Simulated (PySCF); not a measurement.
B3LYP has the VWN-RPA correlation part, as in Gaussian. 

Cartesian coordinates (Å):
```xyz
12

C     -0.9293    -0.7982    -0.6307
N     -0.0203     0.1074     0.0248
C      1.2933    -0.4415     0.2469
Si    -0.5796     1.4984     0.8751
H     -1.0919    -1.7163    -0.0491
H     -0.5345    -1.0922    -1.6113
H     -1.8975    -0.3198    -0.7884
H      1.9383     0.2949     0.7294
H      1.2663    -1.3395     0.8797
H      1.7564    -0.7219    -0.7075
H     -1.6882     2.0824     0.0589
H      0.5747     2.4459     0.9534
```
Charge 0, spin multiplicity 2.

**Question.** Give the total energy, dipole moment and highest occupied spin orbital at the level B3LYP-D3(BJ)/def2-TZVP // PBE0-D4/def2-TZVP (PySCF).

**Answer.** 
The total energy is -425.3315 Ha and the dipole moment is 1.67 D. The highest occupied spin orbital is -4.82 eV.
